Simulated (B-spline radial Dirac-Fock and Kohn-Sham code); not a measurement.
**X-ray scattering factor of Eu⁵⁰⁺**

System: the Eu⁵⁰⁺ ion, [Ne] 3s2 3p1.

Method: relativistic Hartree-Fock (Dirac-Fock) wave functions, averaged over the configuration. Computed with a radial finite-basis atomic code. f₀ is the Fourier transform of the spherical electron density, S the Waller-Hartree incoherent function, and s = sin θ/λ. The electron scattering factor follows from the Mott-Bethe formula f_e = 0.023934 Å⁻¹·(Z − f₀)/s².

| s (Å⁻¹) | f₀ | S | f_e (Å) |
| --- | --- | --- | --- |
| 0 | 13.000 | 0.000 | – |
| 0.06 | 12.994 | 0.009 | 332.459 |
| 0.07 | 12.991 | 0.013 | 244.267 |
| 0.08 | 12.989 | 0.017 | 187.027 |
| 0.1 | 12.982 | 0.026 | 119.713 |
| 0.11 | 12.978 | 0.031 | 98.943 |
| 0.13 | 12.970 | 0.044 | 70.853 |
| 0.16 | 12.954 | 0.066 | 46.789 |
| 0.19 | 12.936 | 0.093 | 33.192 |
| 0.22 | 12.914 | 0.124 | 24.768 |
| 0.27 | 12.871 | 0.186 | 16.458 |
| 0.32 | 12.820 | 0.260 | 11.729 |
| 0.37 | 12.760 | 0.344 | 8.783 |
| 0.44 | 12.664 | 0.479 | 6.223 |
| 0.53 | 12.518 | 0.679 | 4.301 |
| 0.63 | 12.330 | 0.930 | 3.056 |
| 0.74 | 12.095 | 1.235 | 2.225 |
| 0.88 | 11.758 | 1.650 | 1.584 |
| 1.04 | 11.334 | 2.143 | 1.143 |
| 1.24 | 10.765 | 2.754 | 0.813 |
| 1.47 | 10.089 | 3.414 | 0.586 |
| 1.74 | 9.306 | 4.106 | 0.424 |
| 2.06 | 8.440 | 4.815 | 0.308 |

f₀ starts at the number of electrons, 13. The sum of ⟨r²⟩ over the electrons is 0.2421 bohr². For an ion f_e diverges as s goes to zero, because of the net charge.
